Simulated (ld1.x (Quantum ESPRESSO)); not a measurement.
**Which change was made? (Ca, TM)**

- Element: calcium
- Generator: ld1.x (Quantum ESPRESSO) 7.5
- Type: norm-conserving Troullier–Martins (Kleinman–Bylander form)
- Functional: PBE
- Relativity: scalar-relativistic
- Frozen core: [Ne]
- Valence charge: 10
- Reference configuration: 3s2 3p6 3d0 4s1 4p1
- Partial waves: 3p (bound): rc 1.45 bohr; 3d (bound, empty): rc 2.50 bohr; 3s (bound): rc 1.30 bohr
- Local potential: the s channel
- Core correction: none

Occupied shells without a wave of their own: 4p, 4s. They enter only through the test configuration that unscreens the potential.

Cutoffs, loose and tight: the cutoffs (Ry, on a coarse ladder) from which the occupation-weighted sum of valence levels, in a spherical-Bessel basis at the reference potential, stays within 10 and 1 mRy of its value at 400 Ry. They do not see the model core or the augmentation charge, which bear on the density cutoff. Test errors are all-electron minus pseudo excitation energies from the reference, over the configurations 3s2 3p6 3d0 4s2 4p0; 3s2 3p6 3d0 4s1 4p0; 3s2 3p6 3d0 4s0 4p0; 3s2 3p5 3d0 4s2 4p0; 3s2 3p6 3d0 4s0 4p1; 3s2 3p6 3d0 4s0 4p2; 3s2 3p6 3d0 4s1.5 4p0; variants that change the core or the reference have their own tests.

The base gives: outcome: generated; cutoff, loose: 80 Ry; cutoff, tight: 110 Ry; bound ghosts: none; largest test error (meV): +128.

(1) After one change the result is: outcome: generated; cutoff, loose: 90 Ry; cutoff, tight: 140 Ry; bound ghosts: none; largest test error (meV): +74. Which change was it?
A. all radii scaled by about 1.15 (s 1.50, p 1.66, d 2.88 bohr)
B. all radii scaled by about 1.34 (s 1.74, p 1.94, d 3.34 bohr)
C. all radii scaled by about 0.81 (s 1.04, p 1.18, d 2.02 bohr)
D. all radii scaled by about 0.90 (s 1.16, p 1.30, d 2.24 bohr)
E. all radii scaled by about 1.03 (s 1.34, p 1.50, d 2.58 bohr)

## Answers

(1) D. The others give: all radii scaled by about 1.34 (s 1.74, p 1.94, d 3.34 bohr) → outcome: generated, misses its reference levels by 0.34 eV; cutoff, loose: 30 Ry; cutoff, tight: 60 Ry; bound ghosts: none; largest test error (meV): -750 | all radii scaled by about 1.15 (s 1.50, p 1.66, d 2.88 bohr) → outcome: generated; cutoff, loose: 50 Ry; cutoff, tight: 80 Ry; bound ghosts: none; largest test error (meV): +324 | all radii scaled by about 1.03 (s 1.34, p 1.50, d 2.58 bohr) → outcome: generated; cutoff, loose: 70 Ry; cutoff, tight: 90 Ry; bound ghosts: none; largest test error (meV): +176 | all radii scaled by about 0.81 (s 1.04, p 1.18, d 2.02 bohr) → outcome: generated; cutoff, loose: 100 Ry; cutoff, tight: 140 Ry; bound ghosts: none; largest test error (meV): +53.
